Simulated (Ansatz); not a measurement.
Abridged output of a molecular run in Ansatz:

```
Functional definition: HF
1560 factors; integrals over basis functions are off by at most 9.1e-4 eV
mean field evaluation 1: about -42295.6580 eV, gradient 3.7e1 eV
mean field evaluation 2: about -42295.9645 eV, gradient 3.7e1 eV
mean field evaluation 4: about -42299.2457 eV, gradient 3.6e0 eV
mean field evaluation 8: about -42299.3052 eV, gradient 2.8e-1 eV
mean field -42299.30551492 eV, -1554.4708061744 hartree, gradient 3.7e-6 eV, S^2 0.000000; 0 other end points of the search recorded, 0 dependent functions left out
21 core orbitals not correlated: weight in the atoms' cores, before any rotation towards them, 1.000 or more for the frozen orbitals, at most 0.000 for the correlated occupied ones
reference -42299.30551492 eV, -1554.4708061744 hartree; 16, 16 occupied and 232, 232 virtual orbitals, 1560 factors
second order -22.61435871 eV of doubles, -0.00000000 eV of singles
cycle   1  -23.70690720 eV  change    -1.1e0 eV  update   9.7e-2
cycle   2  -24.28186240 eV  change   -5.7e-1 eV  update   2.8e-2
cycle   3  -24.37151018 eV  change   -9.0e-2 eV  update   1.2e-2
cycle   4  -24.36045301 eV  change    1.1e-2 eV  update   2.8e-3
cycle   5  -24.36012849 eV  change    3.2e-4 eV  update   1.1e-3
cycle   6  -24.36010224 eV  change    2.6e-5 eV  update   3.0e-4
cycle   7  -24.36000861 eV  change    9.4e-5 eV  update   1.0e-4
cycle   8  -24.36003311 eV  change   -2.4e-5 eV  update   3.3e-5
perturbative correction -0.98145868 eV, -0.0360679414 hartree
Total energy: -42324.64700671 eV, -1555.4020888206 hartree
```

Its atoms:

```xyz
10

Si    0.434    1.519    0.362
N    -0.569    0.109    0.217
Si   -0.164   -1.383   -0.482
Cl    0.445   -2.772    0.897
Cl   -1.806   -2.167   -1.415
H    -0.267    2.714   -0.173
H     1.660    1.249   -0.427
H     0.800    1.791    1.777
H    -1.462    0.142    0.692
H     0.931   -1.200   -1.448
```

Problem. Which basis set was used?
A. def2-TZVPP
B. def2-QZVPP
C. cc-pV(Q+d)Z
D. def2-SVPD

Solution. A. It gives 269 functions.

Problem. Write the keys of the input that set method, charge and spin (a neutral closed shell needs none for the last two).

Solution. 
```yaml
correlation: {method: ccsd_t}
```
